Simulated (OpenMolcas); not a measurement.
## Co3+ in Cs2NaYBr6: curves along the breathing mode

Co3+ with its 6 nearest bromide ions, on the Y site of Cs2NaYBr6 (a = 11.3047 Å, distance in the model lattice 2.765 Å). The rest of the host is ab initio model potentials to 7.6 Å, with orthogonalisation functions on the cations behind the ligands, and point charges beyond; the distance is set by hand and nothing relaxes. Ligand basis ANO-RCC-VDZP.

```yaml
Program: OpenMolcas
Method: CASSCF
Basis: ANO-RCC-VDZP [5s4p2d1f]
Scalar_Hamiltonian: DKH2, point nucleus
Active_space: 6 electrons in 5 orbitals (3d)
State_averaging: 2S+1 = 5 even, 5 roots; 2S+1 = 3 even, 45 roots; 2S+1 = 1 even, 50 roots
Spin-orbit_coupling: RASSI with atomic mean-field integrals over the reference wave functions
```

Spin-free energies (labels of O, the rotations of Oh) in cm-1 above the lowest fitted minimum, as all ligands move together:

| R (Å) | 5T2 | 5E | 3E | 1T1 | 1A1 | 3E(2) | 1T2 |
| --- | --- | --- | --- | --- | --- | --- | --- |
| 2.434 | 4180 | 13320 | 30840 | 27730 | 25060 | 35820 | 32980 |
| 2.491 | 1040 | 9060 | 27660 | 26060 | 24440 | 32020 | 30490 |
| 2.548 | 10 | 7080 | 26510 | 26310 | 25630 | 30490 | 29970 |
| 2.606 | 800 | 7050 | 27100 | 28230 | 28450 | 30880 | 31160 |
| 2.663 | 3110 | 8670 | 29170 | 31520 | 32580 | 32890 | 33760 |
| 2.72 | 6750 | 11700 | 32520 | 36010 | 37870 | 36280 | 37600 |
| 2.778 | 11640 | 16070 | 37100 | 41700 | 44310 | 40950 | 42610 |

Cubic fits give the following; the wavenumber is harmonic, with the mass of all moving ligands, small differences in it between states hang on the degree of the fit, a number in brackets counts states of one label, and the table is a selection of at most 14 states with clean curves.

| State | R0 (Å) | Breathing mode (cm-1) | Minimum (cm-1) |
| --- | --- | --- | --- |
| 5T2 | 2.552 | 197 | 0 |
| 5E | 2.578 | 198 | 6810 |
| 3E | 2.557 | 192 | 26480 |
| 1T1 | 2.512 | 196 | 25970 |
| 1A1 | 2.481 | 198 | 24430 |
| 3E(2) | 2.565 | 200 | 30400 |
| 1T2 | 2.537 | 193 | 29940 |
| 1E | 2.544 | 195 | 32360 |
| 3E(3) | 2.568 | 197 | 41240 |
| 1E(2) | 2.569 | 195 | 41420 |
| 1E(3) | 2.557 | 194 | 51130 |
| 1E(4) | 2.578 | 200 | 71650 |
| 1E(5) | 2.538 | 192 | 83020 |

The minimum of 5E is shifted by +0.0266 Å against 5T2 (from the unrounded fits). With M = 479.4 u for the moving shell, the Huang-Rhys factor in this mode is S = M ω ΔR² / 2ħ = 0.01483 × 479.4 × 197 × 0.0266² = 0.99. Only the first shell moves, against a rigid host.

An orbital triplet at a regular site is open to Jahn-Teller coupling, which can distort the site and quench the lowest spin-orbit gaps and is left out. Without dynamic correlation the repulsion within the d shell is too large (B by tens of per cent), so at a given field states of lower spin stand too high. Ligand-to-metal charge-transfer states are missing. This ion would oxidise such ligands; the complex is a model and need not exist. With no ligand orbital active B as a rule stays too high, so bands that hang on it stand too high and its fall with covalency is understated. With metal d orbitals alone and no dynamic correlation the field as a rule comes out too small, by tens of per cent, by up to half for chloride and softer ligands, and with too little covalency χT stands high. This shell can be high or low spin here, a state of another spin lies low, and with metal d orbitals alone active their balance is uncertain, so the ground spin may be wrong (holds for R = 2.434). The least metal-like active orbital is 82 % on the metal (Löwdin) and no ligand orbital is active, so the numbers are rough (holds for R = 2.434). CASSCF with metal d orbitals alone favours high spin, so a ground state of lower spin is not ruled out (holds for R = 2.491; R = 2.548; R = 2.606; R = 2.663; R = 2.72; R = 2.778). The least metal-like active orbital is 83 % on the metal (Löwdin) and no ligand orbital is active, so the numbers are rough (holds for R = 2.491). The least metal-like active orbital is 84 % on the metal (Löwdin) and no ligand orbital is active, so the numbers are rough (holds for R = 2.548). The least metal-like active orbital is 85 % on the metal (Löwdin) and no ligand orbital is active, so the numbers are rough (holds for R = 2.606). No measured value stands beside these numbers.
